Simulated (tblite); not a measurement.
Compound: C₅H₁₁Cl₂FSi.
SMILES with atom numbers: `[CH3:1][C@@H:2]([CH2:3][CH:4]([Cl:5])[Cl:6])[C@@H:7]([F:8])[SiH3:9]` (hydrogens: H10, H11, H12 on C1; H13 on C2; H14, H15 on C3; H16 on C4; H17 on C7; H18, H19, H20 on Si9)

Computed with GFN2-xTB (tblite), gas phase: L-BFGS steps from a force-field or distance-geometry start until the largest atomic force falls under 0.01 eV/Å.

Step 22: E = -867.4361 eV
```
atom  x, y, z in Å  |  force x, y, z in eV/Å
C1      0.2606    1.8563    0.2160   -0.001   0.009   0.014
C2     -0.1532    0.3784    0.3277    0.009   0.020   0.007
C3     -1.5758    0.2208   -0.2428    0.004   0.048  -0.014
C4     -2.1621   -1.1719   -0.1329    0.030  -0.007   0.019
Cl5    -2.2398   -1.7092    1.5598   -0.012  -0.012   0.067
Cl6    -3.8035   -1.1904   -0.8232   -0.032   0.000   0.008
C7      0.8379   -0.5487   -0.3775   -0.015   0.003  -0.016
F8      0.8221   -0.2592   -1.7419    0.021   0.019  -0.008
Si9     2.6750   -0.5423    0.2237   -0.028  -0.012  -0.017
H10    -0.4135    2.4060   -0.4369    0.001  -0.052  -0.008
H11     0.2475    2.3353    1.1912   -0.003   0.010  -0.009
H12     1.2596    1.9544   -0.2002   -0.021  -0.020   0.013
H13    -0.1643    0.0787    1.3800    0.023  -0.019  -0.019
H14    -2.2379    0.9178    0.2736   -0.005   0.020   0.019
H15    -1.5620    0.4837   -1.3032    0.027   0.005  -0.017
H16    -1.5885   -1.9227   -0.6757   -0.004  -0.028  -0.048
H17     0.4691   -1.5803   -0.3093    0.021   0.005  -0.023
H18     3.4679   -0.8059   -0.9711    0.027  -0.002  -0.014
H19     3.0529    0.7277    0.8356   -0.017   0.029   0.010
H20     2.8028   -1.6176    1.2042   -0.025  -0.016   0.037
```

Step 23: E = -867.4369 eV
```
atom  x, y, z in Å  |  force x, y, z in eV/Å
C1      0.2603    1.8536    0.2148    0.000   0.028   0.016
C2     -0.1527    0.3755    0.3254   -0.008   0.045   0.010
C3     -1.5766    0.2209   -0.2425    0.000   0.035  -0.014
C4     -2.1632   -1.1715   -0.1318    0.024  -0.007   0.019
Cl5    -2.2365   -1.7065    1.5622   -0.020  -0.017   0.056
Cl6    -3.8066   -1.1868   -0.8196   -0.020  -0.008   0.018
C7      0.8393   -0.5490   -0.3807   -0.025   0.013  -0.019
F8      0.8258   -0.2550   -1.7434    0.020   0.022  -0.035
Si9     2.6731   -0.5410    0.2244    0.025  -0.020  -0.004
H10    -0.4120    2.4047   -0.4384   -0.008  -0.062  -0.022
H11     0.2441    2.3343    1.1888    0.003   0.002   0.009
H12     1.2598    1.9536   -0.1994   -0.013  -0.025   0.014
H13    -0.1642    0.0734    1.3767    0.030  -0.011  -0.006
H14    -2.2376    0.9174    0.2767    0.007   0.014   0.015
H15    -1.5661    0.4849   -1.3024    0.032   0.006  -0.023
H16    -1.5913   -1.9235   -0.6754   -0.010  -0.020  -0.044
H17     0.4729   -1.5810   -0.3165    0.005  -0.011  -0.021
H18     3.4726   -0.8064   -0.9664    0.014   0.001  -0.007
H19     3.0533    0.7281    0.8374   -0.024   0.028   0.005
H20     2.8004   -1.6150    1.2071   -0.030  -0.013   0.032
```

Step 24: E = -867.4377 eV
```
atom  x, y, z in Å  |  force x, y, z in eV/Å
C1      0.2601    1.8511    0.2139    0.000   0.037   0.015
C2     -0.1522    0.3732    0.3231   -0.020   0.050   0.009
C3     -1.5774    0.2215   -0.2424   -0.004   0.008  -0.008
C4     -2.1640   -1.1713   -0.1303    0.009  -0.005   0.014
Cl5    -2.2333   -1.7039    1.5658   -0.025  -0.017   0.026
Cl6    -3.8101   -1.1831   -0.8153    0.002  -0.016   0.033
C7      0.8403   -0.5490   -0.3846   -0.021   0.022  -0.020
F8      0.8302   -0.2500   -1.7456    0.015   0.022  -0.053
Si9     2.6714   -0.5400    0.2252    0.069  -0.022   0.014
H10    -0.4107    2.4021   -0.4405   -0.019  -0.061  -0.035
H11     0.2406    2.3335    1.1866    0.006  -0.001   0.030
H12     1.2598    1.9522   -0.1983    0.001  -0.025   0.012
H13    -0.1636    0.0675    1.3730    0.035  -0.001   0.007
H14    -2.2372    0.9174    0.2802    0.019   0.007   0.004
H15    -1.5698    0.4864   -1.3020    0.033   0.007  -0.021
H16    -1.5946   -1.9246   -0.6758   -0.021  -0.003  -0.027
H17     0.4771   -1.5820   -0.3246   -0.013  -0.018  -0.021
H18     3.4780   -0.8070   -0.9616   -0.001   0.003   0.002
H19     3.0532    0.7290    0.8393   -0.032   0.018  -0.003
H20     2.7972   -1.6124    1.2108   -0.035  -0.006   0.022
```

Step 25: E = -867.4386 eV
```
atom  x, y, z in Å  |  force x, y, z in eV/Å
C1      0.2597    1.8489    0.2133   -0.002   0.032   0.011
C2     -0.1520    0.3713    0.3208   -0.018   0.032   0.002
C3     -1.5783    0.2225   -0.2423   -0.004  -0.025   0.002
C4     -2.1646   -1.1710   -0.1283   -0.011   0.001   0.006
Cl5    -2.2301   -1.7013    1.5704   -0.026  -0.014  -0.016
Cl6    -3.8139   -1.1792   -0.8098    0.025  -0.024   0.049
C7      0.8411   -0.5486   -0.3893   -0.001   0.024  -0.021
F8      0.8353   -0.2439   -1.7489    0.007   0.020  -0.055
Si9     2.6705   -0.5393    0.2262    0.087  -0.017   0.028
H10    -0.4096    2.3978   -0.4435   -0.028  -0.048  -0.046
H11     0.2367    2.3328    1.1846    0.007   0.000   0.047
H12     1.2598    1.9502   -0.1968    0.018  -0.019   0.011
H13    -0.1620    0.0607    1.3691    0.035   0.013   0.018
H14    -2.2363    0.9177    0.2842    0.027   0.000  -0.010
H15    -1.5730    0.4882   -1.3020    0.029   0.004  -0.011
H16    -1.5987   -1.9260   -0.6769   -0.030   0.018  -0.001
H17     0.4815   -1.5832   -0.3342   -0.029  -0.008  -0.023
H18     3.4840   -0.8075   -0.9564   -0.012   0.003   0.010
H19     3.0522    0.7303    0.8413   -0.038   0.005  -0.012
H20     2.7927   -1.6096    1.2155   -0.037   0.001   0.010
```

Task: Estimate the geometry and energy of step 26. (The exact step hangs on the optimiser's Hessian estimate; all steps are aligned on step 25, rigid shifts and turns removed.)

Result: E = -867.4396 eV, largest force 0.075 eV/Å
```
atom  x, y, z in Å  |  force x, y, z in eV/Å
C1      0.2592    1.8471    0.2130   -0.005   0.017   0.004
C2     -0.1520    0.3697    0.3185    0.000  -0.002  -0.005
C3     -1.5792    0.2232   -0.2423    0.005  -0.049   0.012
C4     -2.1654   -1.1708   -0.1259   -0.029   0.008  -0.002
Cl5    -2.2271   -1.6988    1.5752   -0.023  -0.011  -0.055
Cl6    -3.8175   -1.1754   -0.8028    0.036  -0.030   0.059
C7      0.8420   -0.5477   -0.3947    0.028   0.020  -0.021
F8      0.8409   -0.2368   -1.7533   -0.001   0.016  -0.038
Si9     2.6710   -0.5389    0.2276    0.066  -0.008   0.033
H10    -0.4091    2.3917   -0.4478   -0.029  -0.025  -0.047
H11     0.2326    2.3325    1.1832    0.005  -0.001   0.050
H12     1.2599    1.9475   -0.1950    0.028  -0.009   0.013
H13    -0.1594    0.0534    1.3652    0.032   0.030   0.022
H14    -2.2350    0.9181    0.2882    0.030  -0.006  -0.025
H15    -1.5753    0.4901   -1.3021    0.021  -0.003   0.006
H16    -1.6036   -1.9271   -0.6783   -0.034   0.035   0.026
H17     0.4859   -1.5845   -0.3452   -0.040   0.019  -0.026
H18     3.4903   -0.8080   -0.9508   -0.016   0.001   0.012
H19     3.0499    0.7321    0.8431   -0.039  -0.005  -0.018
H20     2.7867   -1.6067    1.2210   -0.036   0.004   0.002
```

The energy changes by -0.0010 eV. The first-order estimate −F·Δx gives -0.0014 eV and the mean of the old and new forces, exact on a quadratic surface, -0.0010 eV. The step makes an angle of 75° with the force vector and moves no atom by more than 0.012 Å.

The cost below is that of the whole relaxation. Time: 2.4 s wall. Hardware: Arm Neoverse V1, one thread, no GPU, shared host.
